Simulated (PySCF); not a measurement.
PySCF input file for C₂H₄FNOSi, SMILES [SiH2](F)/C=N/C=O, TDDFT-PBE/def2-SVPD. Geometry optimised at B3LYP-D3(BJ)/def2-SVP. The structure was generated by enumeration; whether it is a known compound was not checked. One conformer was computed; it need not be the lowest.

```python
import numpy as np
from pyscf import gto, scf, dft, tdscf

mol = gto.M(
    atom='''
    O     2.88328429   -0.80719348    0.60890455
    C     2.45327875    0.06372507   -0.10247611
    N     1.13618348    0.54501013   -0.06372788
    C     0.13307771   -0.23093130   -0.20740792
    Si   -1.58612343    0.53913352   -0.01831173
    F    -2.68557181   -0.65648742   -0.13837958
    H     3.08446087    0.63211003   -0.82625583
    H     0.27575234   -1.30812957   -0.43795331
    H    -1.81903380    1.50930141   -1.11742383
    H    -1.70300262    1.17295004    1.31757659
    ''',
    basis='def2-SVPD',
    charge=0,
    spin=0,
    max_memory=1600,
    verbose=4,
)
mf = dft.RKS(mol, xc='pbe').density_fit(auxbasis='def2-universal-jkfit')
mf.grids.level = 3
mf.conv_tol = 1e-9
mf.max_cycle = 100
mf.kernel()
mf.grids = dft.Grids(mol).set(level=1).build(with_non0tab=True)  # coarser grid for the response kernel
td = tdscf.TDDFT(mf)
td.singlet = True
td.nstates = 10
td.conv_tol = 1e-4
td.positive_eig_threshold = 1e-6
td.kernel(x0=td.get_init_guess(mf, 15))
td.analyze()
tt = tdscf.TDA(mf)
tt.singlet = False
tt.nstates = 4
tt.conv_tol = 1e-4
tt.positive_eig_threshold = 1e-6
tt.kernel(x0=tt.get_init_guess(mf, 9))
tt.analyze(verbose=3)
```

Program output:

```
PySCF version 2.14.0

[INPUT] verbose = 4
[INPUT] num. atoms = 10
[INPUT] num. electrons = 54
[INPUT] charge = 0
[INPUT] spin (= nelec alpha-beta = 2S) = 0
[INPUT] symmetry False subgroup None
[INPUT] Mole.unit = angstrom
[INPUT] Symbol           X                Y                Z      unit          X                Y                Z       unit  Magmom
[INPUT]  1 O      2.883284290000  -0.807193480000   0.608904550000 AA    5.448617647361  -1.525374606735   1.150662835502 Bohr   0.0
[INPUT]  2 C      2.453278750000   0.063725070000  -0.102476110000 AA    4.636024944715   0.120422929569  -0.193651782211 Bohr   0.0
[INPUT]  3 N      1.136183480000   0.545010130000  -0.063727880000 AA    2.147075604455   1.029919880814  -0.120428239699 Bohr   0.0
[INPUT]  4 C      0.133077710000  -0.230931300000  -0.207407920000 AA    0.251480425184  -0.436396910590  -0.391944164866 Bohr   0.0
[INPUT]  5 Si    -1.586123430000   0.539133520000  -0.018311730000 AA   -2.997338882456   1.018814697373  -0.034604154567 Bohr   0.0
[INPUT]  6 F     -2.685571810000  -0.656487420000  -0.138379580000 AA   -5.074995208752  -1.240581428022  -0.261499507432 Bohr   0.0
[INPUT]  7 H      3.084460870000   0.632110030000  -0.826255830000 AA    5.828786286238   1.194514837291  -1.561397227525 Bohr   0.0
[INPUT]  8 H      0.275752340000  -1.308129570000  -0.437953310000 AA    0.521096400808  -2.472006622745  -0.827611811247 Bohr   0.0
[INPUT]  9 H     -1.819033800000   1.509301410000  -1.117423830000 AA   -3.437475693327   2.852166304320  -2.111625003763 Bohr   0.0
[INPUT] 10 H     -1.703002620000   1.172950040000   1.317576590000 AA   -3.218208541217   2.216554333398   2.489858903238 Bohr   0.0

nuclear repulsion = 265.550582297958
number of shells = 68
number of NR pGTOs = 238
number of NR cGTOs = 162
basis = def2-SVPD
ecp = {}


[settings echo left out]
init E= -597.661734475069
  HOMO = -0.28575559286285  LUMO = -0.149631684389526  gap/eV = 3.70412
cycle= 1 E= -597.000409021901  delta_E= 0.661  |g|= 0.921  |ddm|= 4.17
  HOMO = -0.114602644258266  LUMO = -0.0773745906530841  gap/eV = 1.01303
cycle= 2 E= -594.048993735389  delta_E= 2.95  |g|=  3.1  |ddm|= 3.36
  HOMO = -0.20060108641363  LUMO = -0.106952385327209  gap/eV = 2.54831
cycle= 3 E= -596.927318564888  delta_E= -2.88  |g|= 0.958  |ddm|= 3.28
  HOMO = -0.240682131514047  LUMO = -0.117594218469342  gap/eV = 3.34939
cycle= 4 E= -597.159052176691  delta_E= -0.232  |g|= 0.172  |ddm|=  1.2
  HOMO = -0.229454570694419  LUMO = -0.131092320445656  gap/eV = 2.67657
cycle= 5 E= -597.140869769313  delta_E= 0.0182  |g|= 0.336  |ddm|= 0.545
  HOMO = -0.236973524718749  LUMO = -0.130156225793723  gap/eV = 2.90665
cycle= 6 E= -597.167194664995  delta_E= -0.0263  |g|= 0.0454  |ddm|= 0.371
  HOMO = -0.232346846607422  LUMO = -0.127071367338402  gap/eV = 2.86469
cycle= 7 E= -597.167672072227  delta_E= -0.000477  |g|= 0.0161  |ddm|= 0.0687
  HOMO = -0.233783741053904  LUMO = -0.127849427768395  gap/eV = 2.88262
cycle= 8 E= -597.167738256408  delta_E= -6.62e-05  |g|= 0.00537  |ddm|= 0.0217
  HOMO = -0.234128565897028  LUMO = -0.128049140603993  gap/eV = 2.88657
cycle= 9 E= -597.167742900699  delta_E= -4.64e-06  |g|= 0.00191  |ddm|= 0.00649
  HOMO = -0.233959746152396  LUMO = -0.127885047242586  gap/eV = 2.88644
cycle= 10 E= -597.167743740057  delta_E= -8.39e-07  |g|= 0.000231  |ddm|= 0.00238
  HOMO = -0.233971286017743  LUMO = -0.127900372118126  gap/eV = 2.88634
cycle= 11 E= -597.167743755533  delta_E= -1.55e-08  |g|= 4.78e-05  |ddm|= 0.0004
  HOMO = -0.233968907450171  LUMO = -0.127898177588728  gap/eV = 2.88633
cycle= 12 E= -597.167743756189  delta_E= -6.55e-10  |g|= 1.13e-05  |ddm|= 8.94e-05
  HOMO = -0.233969511561219  LUMO = -0.12789904242687  gap/eV = 2.88632
Extra cycle  E= -597.167743756127  delta_E= 6.14e-11  |g|= 2.04e-05  |ddm|= 4.44e-05
converged SCF energy = -597.167743756127
tot grids = 42264
Overwritten attributes  positive_eig_threshold  of <class 'pyscf.tdscf.rks.CasidaTDDFT'>


******** <class 'pyscf.tdscf.rks.CasidaTDDFT'> for <class 'pyscf.df.df_jk.DFRKS'> ********
nstates = 10 singlet
deg_eia_thresh = 1.000e-03
wfnsym = None
conv_tol = 0.0001
eigh lindep = 1e-12
eigh level_shift = 0
eigh max_cycle = 100


Excitation energies (eV)
[3.05521043 4.32708202 4.87922565 5.29166984 5.38609513 5.86454536
 6.07672488 6.234071   6.49878661 6.7328137 ]

** Singlet excitation energies and oscillator strengths **
Excited State   1:      3.05521 eV    405.81 nm  f=0.0013
      27 -> 28       -0.70334
Excited State   2:      4.32708 eV    286.53 nm  f=0.0138
      26 -> 28        0.70081
Excited State   3:      4.87923 eV    254.11 nm  f=0.0085
      27 -> 29        0.69211
Excited State   4:      5.29167 eV    234.30 nm  f=0.0207
      23 -> 28       -0.11917
      25 -> 28       -0.43447
      27 -> 30        0.53355
Excited State   5:      5.38610 eV    230.19 nm  f=0.0574
      23 -> 28       -0.22612
      25 -> 28       -0.47822
      27 -> 30       -0.45517
Excited State   6:      5.86455 eV    211.41 nm  f=0.0014
      23 -> 28        0.10492
      24 -> 28        0.61367
      26 -> 29        0.32398
Excited State   7:      6.07672 eV    204.03 nm  f=0.0063
      23 -> 28        0.20074
      24 -> 28        0.25871
      26 -> 29       -0.56178
      26 -> 30       -0.21499
Excited State   8:      6.23407 eV    198.88 nm  f=0.0113
      27 -> 31       -0.69912
Excited State   9:      6.49879 eV    190.78 nm  f=0.0082
      23 -> 28       -0.11283
      25 -> 29        0.15757
      26 -> 29        0.14787
      26 -> 30       -0.64796
Excited State  10:      6.73281 eV    184.15 nm  f=0.1112
      21 -> 28        0.10540
      23 -> 28        0.46933
      24 -> 28       -0.15572
      24 -> 29        0.17678
      25 -> 28       -0.16225
      25 -> 29       -0.30655
      26 -> 29        0.16660
      26 -> 30       -0.11718

** Transition electric dipole moments (AU) **
state          X           Y           Z        Dip. S.      Osc.
  1        -0.0974      0.0113     -0.0847      0.0168      0.0013
  2        -0.2615      0.1687     -0.1814      0.1298      0.0138
  3         0.2538     -0.0105      0.0819      0.0712      0.0085
  4        -0.3762      0.1352      0.0098      0.1599      0.0207
  5        -0.6160      0.2349      0.0245      0.4352      0.0574
  6         0.0869     -0.0216     -0.0410      0.0097      0.0014
  7         0.1376     -0.1459     -0.0451      0.0423      0.0063
  8         0.2657      0.0008     -0.0580      0.0740      0.0113
  9        -0.2200      0.0471      0.0249      0.0512      0.0082
 10        -0.8190     -0.0101     -0.0566      0.6741      0.1112

** Transition velocity dipole moments (imaginary part, AU) **
state          X           Y           Z        Dip. S.      Osc.
  1        -0.0097      0.0015     -0.0117      0.0002      0.0014
  2        -0.0410      0.0278     -0.0333      0.0036      0.0149
  3         0.0439      0.0006      0.0146      0.0021      0.0080
  4        -0.0730      0.0296      0.0020      0.0062      0.0213
  5        -0.1244      0.0449      0.0049      0.0175      0.0590
  6         0.0192     -0.0035     -0.0077      0.0004      0.0014
  7         0.0290     -0.0317     -0.0138      0.0020      0.0061
  8         0.0625      0.0017     -0.0142      0.0041      0.0120
  9        -0.0533      0.0137      0.0092      0.0031      0.0087
 10        -0.1989     -0.0036     -0.0115      0.0397      0.1070

** Transition magnetic dipole moments (imaginary part, AU) **
state          X           Y           Z
  1         0.5338      0.0188      0.3643
  2         0.6922      0.2941     -0.1802
  3        -0.0381      0.6302     -0.2894
  4         0.0577     -0.2899      0.2607
  5         0.0297      0.0363     -0.1515
  6        -0.4809      0.5261     -0.0943
  7         0.5995     -0.0715      0.5444
  8         0.0047      0.2041     -0.0761
  9        -0.4147      0.0233     -0.1530
 10        -0.0014     -0.1278     -0.2395
Overwritten attributes  positive_eig_threshold  of <class 'pyscf.tdscf.rks.TDA'>


******** <class 'pyscf.tdscf.rks.TDA'> for <class 'pyscf.df.df_jk.DFRKS'> ********
nstates = 4 triplet
deg_eia_thresh = 1.000e-03
wfnsym = None
conv_tol = 0.0001
eigh lindep = 1e-12
eigh level_shift = 0
eigh max_cycle = 100


Excitation energies (eV)
[2.64215104 3.68469731 4.3560974  4.43306929]

** Triplet excitation energies and oscillator strengths **
Excited State   1:      2.64215 eV    469.25 nm  f=0.0000
Excited State   2:      3.68470 eV    336.48 nm  f=0.0000
Excited State   3:      4.35610 eV    284.62 nm  f=0.0000
Excited State   4:      4.43307 eV    279.68 nm  f=0.0000
```

Self-consistency was reached.

Cost: around 50 core-seconds (rough).
